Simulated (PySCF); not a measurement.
BiH2Br, SMILES [Br][BiH2].

The structure is a stationary point at B3LYP-D3(BJ)/def2-TZVP. The def2 effective core potentials stand for the cores of Bi; spin–orbit coupling is left out.

Method: PySCF with r2SCAN/def2-TZVPD.

Symmetry labels are those of the subgroup Cs that the program uses (full group Cs).

Computed valence orbital energies around the gap with their symmetry:
```
orbital  symmetry  energy (eV)
-------  --------  -----------
HOMO−7         A'       -28.36
HOMO−6         A'       -19.46
HOMO−5         A'       -16.10
HOMO−4         A"        -8.87
HOMO−3         A'        -8.85
HOMO−2         A'        -7.93
HOMO−1         A"        -7.02
HOMO           A'        -6.77
LUMO           A'        -2.71
LUMO+1         A"        -1.09
LUMO+2         A'        -0.81
LUMO+3         A'         1.17
```
